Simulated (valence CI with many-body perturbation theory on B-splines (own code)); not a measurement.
**E1 transitions of La⁴³⁺**

Level of theory: configuration interaction combined with many-body perturbation theory (CI+MBPT): four valence electrons over a frozen Dirac-Fock core [Ne], radial functions for each j: 11 s, 11 p, 9 d, 7 f, 5 g, 2 h, 1 i, with the one-electron correlation potential Σ1, the two-electron term Σ2, the three-electron term Σ3, Breit, model QED; selected CI, second order for the rest (own B-spline code, finite nucleus).

The last digits are not significant, and no measured levels were compared; by estimate large intervals hold to a few tenths of a per cent, small ones and those within an open d or f shell to about a per cent.

Lines 51 to 100 of 219 in falling wavelength, among levels below 40.559 Ry, chosen from the strongest by gf and those to the six lowest levels. Wavelengths and rates use the calculated energies. Electric multipoles are in the length gauge, E1 and E2 with the static RPA response of the core. Weak lines are less certain than strong ones. Lines between different terms over intervals too small for the method are left out, as are lines whose strength nearly cancels. The highest levels of a list are the least certain.

Levels are named by their leading jj configuration (3d3/2^4 stands for four electrons in 3d with j = 3/2), which in mixed levels can hold well under half, so a name can repeat and another be missing. Letters in brackets count levels of one name in rising energy.

| λ vac (Å) | Upper | Lower | A (s⁻¹) | log gf | Branch % |
| --- | --- | --- | --- | --- | --- |
| 97.53 | (3s 3p1/2 3p3/2^2) J=1 [a] | (3s^2 3p3/2^2) J=2 | 5.32e+09 | -1.64 | 2.8 |
| 96.12 | (3p1/2^2 3p3/2^2) J=0 | (3s 3p1/2 3p3/2^2) J=1 [a] | 3.57e+10 | -1.31 | 15.9 |
| 96.10 | (3s 3p1/2 3p3/2 3d3/2) J=2 [a] | (3s 3p1/2 3p3/2^2) J=3 | 1.42e+10 | -1.01 | 10.5 |
| 95.32 | (3s 3p1/2 3p3/2^2) J=2 [b] | (3s^2 3p3/2^2) J=2 | 1.12e+10 | -1.12 | 3.8 |
| 94.45 | (3s 3p1/2 3p3/2 3d3/2) J=1 [e] | (3s^2 3p3/2 3d3/2) J=2 | 6.88e+09 | -1.56 | 0.9 |
| 93.75 | (3s 3p1/2^2 3p3/2) J=1 | (3s^2 3p1/2 3p3/2) J=1 | 5.00e+09 | -1.70 | 3.6 |
| 93.38 | (3s 3p1/2 3p3/2 3d5/2) J=3 [c] | (3s^2 3p3/2 3d5/2) J=4 | 1.24e+10 | -0.94 | 4.0 |
| 92.90 | (3s 3p1/2 3p3/2 3d5/2) J=4 [c] | (3s^2 3p3/2 3d5/2) J=4 | 8.16e+09 | -1.02 | 3.5 |
| 92.10 | (3s 3p1/2 3p3/2 3d3/2) J=2 [e] | (3s^2 3p3/2 3d3/2) J=3 | 1.38e+10 | -1.06 | 1.8 |
| 91.17 | (3s 3p1/2 3p3/2 3d3/2) J=2 [a] | (3s 3p1/2 3p3/2^2) J=2 [a] | 5.87e+09 | -1.44 | 4.3 |
| 90.21 | (3s 3p1/2 3p3/2^2) J=1 [b] | (3s^2 3p3/2^2) J=2 | 8.94e+09 | -1.49 | 1.5 |
| 89.18 | (3s 3p1/2^2 3d3/2) J=1 | (3s 3p1/2^2 3p3/2) J=1 | 7.13e+09 | -1.59 | 31.5 |
| 87.85 | (3s 3p1/2 3p3/2 3d3/2) J=2 [b] | (3s 3p1/2 3p3/2^2) J=3 | 2.18e+10 | -0.90 | 12.0 |
| 86.92 | (3s 3p1/2 3p3/2 3d3/2) J=2 [c] | (3s 3p1/2 3p3/2^2) J=2 [b] | 8.25e+09 | -1.33 | 3.9 |
| 82.16 | (3s^2 3p1/2 3d3/2) J=2 | (3s^2 3p1/2 3p3/2) J=2 | 2.48e+09 | -1.90 | 94.9 |
| 78.59 | (3s^2 3p1/2 3d3/2) J=2 | (3s^2 3p1/2 3p3/2) J=1 | 1.28e+08 | -3.23 | 4.9 |
| 77.71 | (3s^2 3p3/2 3d3/2) J=1 | (3s^2 3p3/2^2) J=0 | 8.53e+07 | -3.64 | 0.0 |
| 77.41 | (3s 3p1/2^2 3d3/2) J=1 | (3s 3p1/2^2 3p3/2) J=2 | 2.56e+09 | -2.16 | 11.3 |
| 75.71 | (3s 3p1/2 3p3/2 3d3/2) J=3 [b] | (3s 3p1/2 3p3/2^2) J=3 | 3.66e+09 | -1.66 | 1.0 |
| 75.32 | (3s 3p1/2^2 3d3/2) J=2 | (3s 3p1/2^2 3p3/2) J=2 | 7.88e+09 | -1.48 | 36.1 |
| 72.10 | (3s 3p1/2 3p3/2 3d5/2) J=2 [b] | (3s 3p1/2 3p3/2^2) J=2 [b] | 7.34e+09 | -1.54 | 2.8 |
| 71.37 | (3s^2 3p3/2 3d3/2) J=3 | (3s^2 3p3/2^2) J=2 | 3.00e+09 | -1.79 | 0.6 |
| 71.35 | (3s^2 3p3/2 3d3/2) J=2 | (3s^2 3p3/2^2) J=2 | 4.21e+08 | -2.79 | 0.1 |
| 71.08 | (3s^2 3p3/2 3d3/2) J=1 | (3s^2 3p3/2^2) J=2 | 1.72e+07 | -4.41 | 0.0 |
| 69.34 | (3s 3p1/2 3p3/2 3d3/2) J=4 | (3s^2 3p1/2 3d5/2) J=3 | 3.20e+09 | -1.68 | 42.5 |
| 68.90 | (3s^2 3p1/2 3d3/2) J=1 | (3s^2 3p1/2 3p3/2) J=2 | 2.93e+09 | -2.20 | 0.4 |
| 68.79 | (3s 3p1/2^2 3d5/2) J=2 | (3s 3p1/2^2 3p3/2) J=1 | 2.95e+10 | -0.98 | 38.5 |
| 68.74 | (3s^2 3p1/2 3d5/2) J=2 | (3s^2 3p1/2 3p3/2) J=2 | 3.49e+09 | -1.91 | 14.1 |
| 68.61 | (3s^2 3p3/2 3d5/2) J=2 | (3s^2 3p3/2^2) J=2 | 1.63e+10 | -1.24 | 96.9 |
| 68.50 | (3s 3p1/2 3p3/2 3d5/2) J=2 [a] | (3s 3p1/2 3p3/2^2) J=2 [a] | 1.28e+10 | -1.35 | 7.6 |
| 68.09 | (3s 3p1/2 3p3/2 3d5/2) J=3 [a] | (3s 3p1/2 3p3/2^2) J=3 | 1.83e+10 | -1.05 | 12.4 |
| 67.10 | (3s^2 3p1/2 3d5/2) J=3 | (3s^2 3p1/2 3p3/2) J=2 | 3.26e+10 | -0.81 | 99.1 |
| 66.37 | (3s^2 3p1/2 3d3/2) J=1 | (3s^2 3p1/2 3p3/2) J=1 | 2.66e+08 | -3.28 | 0.0 |
| 66.22 | (3s^2 3p1/2 3d5/2) J=2 | (3s^2 3p1/2 3p3/2) J=1 | 2.09e+10 | -1.16 | 84.8 |
| 65.57 | (3s 3p1/2 3p3/2 3d5/2) J=3 [a] | (3s 3p1/2 3p3/2^2) J=2 [a] | 2.02e+10 | -1.04 | 13.8 |
| 65.12 | (3s 3p1/2 3p3/2 3d5/2) J=0 | (3s 3p1/2 3p3/2^2) J=1 [b] | 1.47e+11 | -1.03 | 30.9 |
| 64.95 | (3s 3p1/2 3p3/2 3d5/2) J=2 [b] | (3s 3p1/2 3p3/2^2) J=3 | 2.87e+10 | -1.04 | 11.0 |
| 64.75 | (3s 3p1/2 3p3/2 3d5/2) J=4 [b] | (3s 3p1/2 3p3/2^2) J=3 | 5.09e+10 | -0.54 | 58.2 |
| 64.72 | (3s 3p1/2 3p3/2 3d5/2) J=3 [b] | (3s 3p1/2 3p3/2^2) J=3 | 1.58e+10 | -1.16 | 5.4 |
| 64.50 | (3s 3p1/2^2 3d5/2) J=3 | (3s 3p1/2^2 3p3/2) J=2 | 5.59e+10 | -0.61 | 77.0 |
| 63.87 | (3s 3p1/2 3p3/2 3d5/2) J=2 [d] | (3s 3p1/2 3p3/2^2) J=1 [b] | 1.41e+11 | -0.36 | 22.2 |
| 63.68 | (3s 3p1/2 3p3/2 3d5/2) J=3 [d] | (3s 3p1/2 3p3/2^2) J=2 [b] | 1.52e+11 | -0.19 | 36.1 |
| 63.54 | (3s^2 3p3/2 3d5/2) J=1 | (3s^2 3p3/2^2) J=0 | 1.01e+11 | -0.74 | 52.0 |
| 63.46 | (3s 3p1/2 3p3/2 3d5/2) J=2 [c] | (3s 3p1/2 3p3/2^2) J=2 [b] | 4.24e+10 | -0.89 | 12.8 |
| 63.19 | (3s 3p1/2 3p3/2 3d3/2) J=3 [b] | (3s^2 3p1/2 3d5/2) J=2 | 1.91e+10 | -1.10 | 5.3 |
| 63.15 | (3s 3p1/2 3p3/2 3d5/2) J=1 [a] | (3s 3p1/2 3p3/2^2) J=0 | 8.40e+10 | -0.82 | 45.2 |
| 63.14 | (3s 3p1/2 3p3/2 3d5/2) J=1 [b] | (3s 3p1/2 3p3/2^2) J=1 [a] | 1.25e+11 | -0.65 | 45.0 |
| 62.52 | (3s 3p1/2 3p3/2 3d5/2) J=2 [c] | (3s 3p1/2 3p3/2^2) J=1 [a] | 1.19e+11 | -0.46 | 35.8 |
| 62.44 | (3s 3p1/2 3p3/2 3d5/2) J=3 [b] | (3s 3p1/2 3p3/2^2) J=2 [a] | 6.55e+10 | -0.57 | 22.2 |
| 61.77 | (3s 3p1/2 3p3/2 3d5/2) J=0 | (3s 3p1/2 3p3/2^2) J=1 [a] | 9.76e+10 | -1.25 | 20.6 |
